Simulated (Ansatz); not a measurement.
Computed with Ansatz on PBE0-D4/def2-TZVP structures; ΔE is electronic, products minus reactants. CCSD(T)/CBS adds triple-zeta CCSD(T) − MP2 to the extrapolated MP2 energy (def2 sets, frozen cores). This one scheme is used for every species, atoms too. DFT in def2-TZVPP. B3LYP here is the variant with VWN-RPA as its local correlation; programs differ in this. Open shells (•) are unrestricted, without spin–orbit coupling. Spin–orbit coupling would lower the free atoms: a little for B, C, Si.

Consider the atomization: `B1C[SiH2]B[SiH2]1` → 2 B• + C• + 8 H• + 2 Si•.

`B1C[SiH2]B[SiH2]1`:

```xyz
13

B    -0.181   -0.599    1.411
C    -1.347    0.012    0.584
Si   -0.853    0.281   -1.232
B     1.089    0.820   -1.050
Si    1.627   -0.221    0.573
H    -0.371   -1.288    2.372
H    -1.343    1.057    0.955
H    -2.348   -0.384    0.767
H    -0.917   -1.005   -1.990
H    -1.774    1.240   -1.906
H     1.718    1.542   -1.760
H     1.870   -1.543   -0.116
H     2.830    0.089    1.394
```

```csv
level,ΔE (kJ/mol)
PBE-D4,4419.0
B3LYP-D4,4388.2
B2PLYP,4324.3
MP2/def2-TZVPP,4283.2
CCSD(T)/def2-TZVPP,4264.0
SCS-MP2/def2-QZVPP,4354.9
HF/CBS(def2),3390.7
MP2/CBS(def2),4381.6
```

Problem. What does CCSD(T)/CBS give? (Best estimate.)

Solution. Computed: +4362.4 kJ/mol. The listed levels differ from it by 56.6, 25.8, -38.1, -79.2, -98.4, -7.5, -971.7, 19.2 kJ/mol.

Largest T1 diagnostic among the species: 0.015.

From PBE to PBE0 (25 % exact exchange), in def2-TZVPP and without D4, ΔE moves by −13.1 kJ/mol: exact exchange takes away binding that semilocal exchange gives to molecules. The D4 term adds +53.8 kJ/mol with B3LYP and +28.1 kJ/mol with PBE0; it sums over pairs of atoms, weighted by their polarisabilities, and B3LYP, whose exchange is more repulsive, gets the larger term.

For atomizations the MP2-based limit and the directly extrapolated one differ by several kJ/mol either way, and by 10 to 25 for some Ge, Se and Sn compounds, so smaller differences from it don't rank the levels.
